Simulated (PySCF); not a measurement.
C3H8FNSi.
Numbering: `[CH2:1]=[C:2]([CH2:3][F:4])[SiH2:5][NH2:6]` (hydrogens: H7, H8 on C1; H9, H10 on C3; H11, H12 on Si5; H13, H14 on N6)

Computed by this run: PBE0-D3(BJ)/def2-SVP geometry optimisation, gas phase in PySCF; density fitting, grid level 1; the optimiser is geomeTRIC in internal coordinates, started from a GFN2-xTB structure with every atom displaced at random (about 0.01 Å).

Step 0: E = -15306.2177 eV
```
atom  x, y, z in Å  |  force x, y, z in eV/Å
C1     -1.2809    1.0216   -0.7972   -1.016   2.480  -1.748
C2     -0.6568    0.1943   -0.0220    1.436  -1.864   1.900
C3     -1.2853   -1.1014    0.3934    1.210   0.107   1.187
F4     -2.4941   -1.2962   -0.1105   -1.852  -0.094  -0.816
Si5     1.0881    0.5196    0.6235   -0.505  -0.001  -0.206
N6      2.1549   -0.0551   -0.5839   -0.455  -0.265  -0.383
H7     -2.2834    0.8412   -1.1753   -0.298  -0.229  -0.097
H8     -0.8440    1.9876   -1.1043   -0.031  -0.263   0.102
H9     -1.3610   -1.1389    1.5130    0.195  -0.016  -0.437
H10    -0.6602   -1.9496    0.0731    0.335  -0.128   0.101
H11     1.2065   -0.1302    1.9602   -0.007  -0.079   0.228
H12     1.3592    1.9589    0.7655   -0.031   0.426   0.196
H13     1.9132   -0.8919   -1.0986    0.067  -0.076  -0.045
H14     3.1368    0.0249   -0.4447    0.953   0.003   0.017
```

Task: Estimate the geometry and energy of step 1. (The exact step hangs on the optimiser's Hessian estimate; all steps are aligned on step 0, rigid shifts and turns removed.)

Result: E = -15306.3621 eV, largest force 0.666 eV/Å
```
atom  x, y, z in Å  |  force x, y, z in eV/Å
C1     -1.2874    1.0363   -0.8072    0.185  -0.476   0.132
C2     -0.6555    0.1533   -0.0135   -0.098   0.340  -0.222
C3     -1.3309   -1.0981    0.4492   -0.512  -0.073  -0.346
F4     -2.5711   -1.2881   -0.1476    0.595   0.088   0.287
Si5     1.1009    0.4867    0.5776   -0.066  -0.044   0.224
N6      2.2304   -0.0103   -0.6349    0.113   0.094  -0.013
H7     -2.2995    0.8363   -1.1703   -0.051   0.036   0.011
H8     -0.7966    1.9481   -1.1482    0.027   0.144  -0.004
H9     -1.4786   -1.0547    1.5417   -0.017  -0.069   0.060
H10    -0.7008   -1.9822    0.2313   -0.083   0.006   0.015
H11     1.2418   -0.2334    1.8950    0.004   0.008  -0.018
H12     1.2716    1.9423    0.8720    0.048  -0.022  -0.090
H13     2.0391   -0.8441   -1.1772   -0.018  -0.028  -0.021
H14     3.2294    0.0930   -0.4757   -0.128  -0.005  -0.015
```

The energy changes by -0.1444 eV. The first-order estimate −F·Δx gives -0.4007 eV and the mean of the old and new forces, exact on a quadratic surface, -0.1501 eV. The step makes an angle of 79° with the force vector and moves no atom by more than 0.167 Å.

What follows is the cost of the whole optimisation. Time: 52 s; peak memory 0.50 GiB. Hardware: one thread of an Arm Neoverse V2, no GPU (shared host).
